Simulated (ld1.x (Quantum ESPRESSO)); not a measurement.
## Fe, TM: configuration errors across variants

ld1.x (Quantum ESPRESSO) 7.5 input, shortened:

```
&input
   title='Fe', zed=26., rel=2, dft='WC', iswitch=3,
   config='[Ar] 3d6 4s1.5 4p0.5', rel_dist='average'
 /
 &inputp
   pseudotype=2, tm=.true., lloc=0,
   nlcc=.true., new_core_ps=.true.
 /
3
4P  2  1   0.50   0.00  2.30  2.30  0.0
3D  3  2   6.00   0.00  1.90  1.90  0.0
4S  1  0   1.50   0.00  2.40  2.40  0.0
 &test
   configts(1)='3d6 4s1.5 4p0.5'
 /
```

Open shells are filled in proportion to 2j + 1 (rel_dist='average').

All-electron excitation energies from the reference (eV): (1) 3d6 4s2 4p0 -2.053; (2) 3d6 4s1 4p0 6.707; (3) 3d7 4s1 4p0 -2.853; (4) 3d5 4s2 4p1 6.740; (5) 3d6.5 4s1.5 4p0 -2.782; (6) 3d6 4s1 4p1 2.116.

The default core radius of the base comes out at 0.88 bohr.

1 further variants failed, have other tests or too few solved ones, and are left out.

Errors AE − PS in meV (a dash: test not solved or not reliable):

| change | (1) | (2) | (3) | (4) | (5) | (6) | bound ghosts |
| --- | --- | --- | --- | --- | --- | --- | --- |
| base | -0.2 | -2.2 | -186 | -272 | -53 | -0.3 | none |
| core correction none | +0.1 | -5.7 | -158 | -202 | -45 | +0.1 | none |
| core correction Bessel-smoothed model core inside 0.96 bohr | -0.2 | – | -186 | -273 | -53 | -0.3 | none |
| core correction Bessel-smoothed model core inside 1.14 bohr | -0.2 | – | -186 | -273 | -53 | -0.3 | none |
| core correction Bessel-smoothed model core inside 1.74 bohr | -0.2 | – | -178 | -249 | – | -0.3 | none |
| core correction Bessel-smoothed model core inside 1.90 bohr | -0.2 | -2.0 | -173 | -237 | -50 | -0.3 | none |

Give the same row for: core correction Bessel-smoothed model core inside 2.20 bohr.

-0.3, -2.6, -166, -218, -47, -0.4; bound ghosts: none.
